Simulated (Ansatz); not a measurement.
The cluster AgSn₂, relaxed as a quartet with UKS PBE-D4/def2-TZVP in Ansatz, starting from the PBE-D4/def2-TZVP geometry of the neutral doublet. Force threshold 0.02 eV/Å.

In the def2 sets Ag, Sn take a core potential; there is no spin–orbit coupling. At PBE-D4/def2-TZVP a doublet of charge 0 lies 0.92 eV below the quartet, each at its own geometry. The structure comes from a short search, and lower isomers may exist.

Start:

Cartesian coordinates in Å:
```
Ag -0.344 -1.344 -0.788
Sn 1.005 -0.054 1.270
Sn -0.662 1.399 -0.482
```

Task: Estimate the energy that the relaxation releases and the steps that it takes.

Result: 2.8 kcal/mol, in 5 steps; 8.5 s on 4 threads of Arm Neoverse V2 on a shared host. No frequencies were taken in this run, so the end may be a saddle point.

Task: Does the start keep its bonding and symmetry?

Result: By distances, no bond broke or formed. The bond that changes most is Sn2–Sn3, from 2.82 to 3.12 Å (atoms count from 1). Point group C2v at the start, C2v at the end, both within 0.05 Å.

Task: Predict the relaxed structure.

Result: 
Cartesian coordinates in Å:
```
Ag -0.318 -1.244 -0.729
Sn 1.080 -0.181 1.333
Sn -0.762 1.425 -0.603
```
Bond lengths (bridged metal pairs left out): 2 × Ag–Sn 2.71 Å; 1 × Sn–Sn 3.12 Å.
